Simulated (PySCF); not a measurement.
**Correlation energy of O⁶⁺ (oxygen, charge +6)**

1s2, closed-shell 1S. All numbers are calculated (PySCF 2.14, scalar relativity by spin-free X2C-1e, in an uncontracted even-tempered set (17 s from 2.2 bohr⁻², ratio 2.2; 7 p from 3.6 bohr⁻², ratio 2.4; 4 d from 11 bohr⁻², ratio 2.4; 3 f from 16 bohr⁻², ratio 2.4; 3 g from 24 bohr⁻², ratio 2.4)). Frozen: nothing; 2 electrons correlated; the 13 highest virtual orbitals of each spin left out.

With two correlated electrons CCSD is exact within the correlated space (frozen core and kept virtual orbitals).

```tsv
level	correlation energy (mhartree)
CCSD	-45.10
```

Diagnostics: T1 = 4.1e-05, D1 = 0.0001, largest double amplitude 0.005.

Task: Is a single reference adequate?

Result: Yes, within this model without spin-orbit coupling: T1 lies below 0.03 and no double amplitude reaches 0.07.
